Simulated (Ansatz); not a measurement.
Input file for Ansatz (a first-principles code): U-B3LYP/def2-TZVPP on H2O2Pb (SMILES [OH][Pb][OH]), a point of a bond scan (R = 0.870 Å). Elements past Kr take the def2 small-core potentials; no spin–orbit coupling.

Ansatz 0.2 input:
```yaml
crystal:
  periodic: [false, false, false]
  atoms:
    - {symbol: Pb, position_ang: [0.05784747, -0.14199193, 0.22381656]}
    - {symbol: O, position_ang: [1.14579287, 1.30947280, -0.81344033]}
    - {symbol: H, position_ang: [0.69587144, 1.58845617, -1.50362272]}
    - {symbol: O, position_ang: [-1.53296568, 0.01324847, -1.15853494]}
    - {symbol: H, position_ang: [-2.29199006, -0.55788612, -0.99684579]}
basis:
  gaussian:
    orbitals: def2-TZVPP
hamiltonian:
  xc: {name: B3LYP}
magnetization: {spin_polarized: true, initial_magnetization: 0}
```

Program output:

```
WARN ansatz: RAYON_NUM_THREADS=1 ignored (pool sized by the plan → 1); use --threads N
Functional definition: B3LYP
integrals: 0.05 GiB planned
850 factors; their error is unknown
mean field: 0.61 GiB planned
mean field evaluation 1: about -9364.4087 eV, gradient 6.7e1 eV
mean field evaluation 2: about -9227.3916 eV, gradient 1.7e2 eV
mean field evaluation 4: about -9378.4769 eV, gradient 2.0e1 eV
mean field evaluation 8: about -9379.8002 eV, gradient 1.1e-1 eV
mean field evaluation 16: about -9379.8444 eV, gradient 1.7e-4 eV
mean field -9379.84442157 eV, -344.7029246058 hartree, gradient 6.8e-5 eV, S^2 0.000000; 0 other end points of the search recorded, 0 dependent functions left out
reference -9379.84463809 eV, -344.7029325629 hartree; 20, 20 occupied and 120, 120 virtual orbitals, 850 factors
Total energy: -9379.84463809 eV, -344.7029325629 hartree
```

The calculation finished and met its thresholds.

Cost: very roughly 2.8 core-seconds.
